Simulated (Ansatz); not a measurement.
HAl, singlet, at a GFN2-xTB geometry (such geometries of metal compounds can be far from the true shape).

The Ansatz (a program for electronic structure) input:
Ansatz 0.2 input:
```yaml
crystal:
  periodic: [false, false, false]
  atoms:
    - {symbol: Al, position_ang: [-0.00000000, -0.00000000, -0.11521961]}
    - {symbol: H, position_ang: [0.00000000, 0.00000000, 1.49785488]}
basis:
  gaussian:
    orbitals: def2-SVPD
hamiltonian:
  xc: cam_b3lyp
```

Q: What does this run give for the total energy, number of basis functions?

A: 
```
Item                             Result
-------------------------  ------------
total energy               -242.8961 Eh
number of basis functions            32
```
